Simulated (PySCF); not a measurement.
C5H6ClF.
Structure used (GFN2-xTB), in Å, numbered top down from 1:
```xyz
13
C5H6ClF angstrom
F     -2.684    0.706    0.122
C     -1.339    0.988    0.057
C     -0.535   -0.177    0.576
C     -0.164   -1.315   -0.356
C      0.846   -0.365    0.115
C      2.083    0.053    0.108
Cl     2.586    1.456    0.994
H     -1.109    1.197   -0.993
H     -1.178    1.887    0.662
H     -0.765   -0.429    1.606
H     -0.154   -2.322    0.035
H     -0.476   -1.253   -1.389
H      2.884   -0.427   -0.432
```

The closed-shell SCF was solved with PySCF and density fitting under several settings on one GFN2-xTB geometry (grid level 2 and gas phase unless stated).

```tsv
settings	basis functions	SCF cycles	E (Eh)	HOMO (eV)	LUMO (eV)	dipole (D)
PBE0/pcSseg-1	156	14	-753.5824	-7.49	-0.38	1.60
PBE0/def2-SVPD	198	14	-753.3003	-7.52	-0.45	1.65
WP04/pcSseg-1, grid level 4, fitting basis def2-universal-jkfit	156	11	-764.8221	-8.64	-2.51	1.68
LDA/cc-pVDZ	132	14	-750.2026	-6.20	-1.29	1.40
```

Estimate the rows for these settings: (1) PBE0/aug-pcSseg-1, IEF-PCM methanol, energy threshold 1e-08 Eh; (2) CAM-B3LYP/pcSseg-1.

```
                                                      settings  basis functions  SCF cycles     E (Eh)  HOMO (eV)  LUMO (eV)  dipole (D)
PBE0/aug-pcSseg-1, IEF-PCM methanol, energy threshold 1e-08 Eh              243           9  -753.6056      -7.38      -0.30        2.08
                                            CAM-B3LYP/pcSseg-1              156          12  -753.9438      -8.79       0.78        1.64
```

Over all rows, what range does the HOMO–LUMO gap span?

From 4.91 eV (LDA/cc-pVDZ) to 9.57 eV (CAM-B3LYP/pcSseg-1). The functional of the narrowest has no exact exchange, that of the widest range-separated exact exchange.

And the dipole moment?

From 1.40 D (LDA/cc-pVDZ) to 2.08 D (PBE0/aug-pcSseg-1, IEF-PCM methanol, energy threshold 1e-08 Eh); the largest is 1.49 times the smallest, and the median is 1.65 D.

Compare two rows with the functional PBE0: PBE0/pcSseg-1 and PBE0/def2-SVPD. Which energy is lower, and by how much?

PBE0/pcSseg-1 (156 functions) lies 0.2821 Eh or 177 kcal/mol below PBE0/def2-SVPD (198 functions). The smaller set gives the lower energy; the two sets aren't nested, so the variational bound doesn't order them by size.

Cycle counts include a coarse-grid stage where the run had one. WP04 was designed for NMR shieldings or shifts; total energies of different functionals aren't comparable. The species at its GFN2-xTB geometry (one conformer only).
